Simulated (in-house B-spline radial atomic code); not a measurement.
Configurations of the magnesium ion Mg⁶⁺, with energies counted from [He] 2s2 2p2. Computed with a radial B-spline atomic code at the basis-set limit: non-relativistic B3LYP, spin-polarised, spherical fractional occupations, exact exchange averaged over the configuration, point nucleus. Shells without spins written out take the highest spin.

```json
{"configuration": "[He] 2s2 2p1 3s1", "E - E(ref) (eV)": "130.59", "highest orbital": "3s up", "its <r> (bohr)": "1.519"}
{"configuration": "[He] 2s1 2p2 3d1", "E - E(ref) (eV)": "161.77", "highest orbital": "3d up", "its <r> (bohr)": "1.368"}
```

Order these further configurations by energy, lowest first.
A. [He] 2s1 2p2 3s1
B. [He] 2s2 2p1 3d1
C. [He] 2s1 2p3

C (14.701 eV), A (145.61 eV), B (147.08 eV).
